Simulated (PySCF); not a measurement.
These 2 structures share the formula C7H7FO2S. The calculation used PySCF 2.14.0, PBE0-D3(BJ)/def2-SVP geometry optimisation, gas phase. One conformer each; no zero-point energy, no entropy. No frequencies were run at this level. Point groups hold within 0.08 Å.

Problem. Rank from lowest to highest electronic energy at this level (kJ/mol).
A. `[CH3:1][c:2]1[cH:3][cH:4][c:5]([S:6](=[O:7])(=[O:8])[F:9])[cH:10][cH:11]1` with C4–C5–S6–O7 -20° (tosyl fluoride)
B. `[CH3:1][S:2](=[O:3])(=[O:4])[c:5]1[cH:6][cH:7][c:8]([F:9])[cH:10][cH:11]1` with C1–S2–C5–C6 91°

Solution. A (0.0), B (27.1).

```csv
SMILES,E (Eh),E rel (kJ/mol),dipole (D),point group,"A, B, C (MHz)"
Cc1ccc(S(=O)(=O)F)cc1,-918.18169,0.0,5.82,–,"2570, 561.0, 511.4"
CS(=O)(=O)c1ccc(F)cc1,-918.17136,27.1,4.04,–,"2512, 545.8, 499.6"
```
